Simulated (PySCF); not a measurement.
Species: H5PSeSi.
Geometry (PBE0-D3(BJ)/def2-SVP, Å), atoms numbered from 1 in this order:
```
atom  x, y, z in Å
P1     1.8151   -0.0277   -0.2874
Si2   -0.3624    0.5711   -0.1382
Se3   -1.6798   -0.7121    1.2219
H4     1.5028   -1.3782   -0.6399
H5     1.9250   -0.3199    1.1067
H6    -0.9052    0.6067   -1.5294
H7    -0.4423    1.9346    0.4626
H8    -1.4931   -1.9195    0.4016
```

Method: EOM-IP-CCSD/aug-cc-pVDZ in PySCF, restricted Hartree–Fock reference, 19 core orbitals frozen, non-relativistic, gas phase, PBE0-D3(BJ)/def2-SVP geometry.

Hartree–Fock orbital energies give these Koopmans values (eV): HOMO 9.35, HOMO-1 10.53, HOMO-2 12.16, HOMO-3 12.37, HOMO-4 13.13, HOMO-5 14.12, HOMO-6 14.91, HOMO-7 18.74.

**Question.** What vertical ionisation energies does EOM-IP-CCSD give?

**Answer.** 
| leading hole (HF orbital) | Koopmans (eV) | EOM-IP-CCSD (eV) | change (eV) | one-hole share |
| --- | --- | --- | --- | --- |
| HOMO | 9.35 | 8.88 | -0.47 | 0.95 |
| HOMO-1 | 10.53 | 10.04 | -0.49 | 0.95 |
| HOMO-2 | 12.16 | 11.47 | -0.69 | 0.94 |
| HOMO-3 | 12.37 | 11.72 | -0.65 | 0.94 |
| HOMO-4 | 13.13 | 12.27 | -0.86 | 0.94 |
| HOMO-5 | 14.12 | 13.34 | -0.78 | 0.94 |
| HOMO-6 | 14.91 | 13.99 | -0.92 | 0.93 |
| HOMO-7 | 18.74 | 16.91 | -1.83 | 0.72 |

**Question.** Does the order of the lines follow the orbital energies?

**Answer.** Yes, no two lines change places. The corrections run from -1.83 to -0.47 eV, with a mean of -0.84 eV over the 8 lines; no line lies above its Koopmans value.

**Question.** At what kinetic energies would He I light (21.22 eV) eject these electrons?

**Answer.** 12.34 eV (HOMO), 11.18 eV (HOMO-1), 9.75 eV (HOMO-2), 9.50 eV (HOMO-3), 8.95 eV (HOMO-4), 7.88 eV (HOMO-5), 7.23 eV (HOMO-6), 4.31 eV (HOMO-7).

One root was sought for each valence orbital with −ε under 21 eV, eight at most, so deeper holes and satellites are missing; no vibrational structure.

One conformer stands for the species.
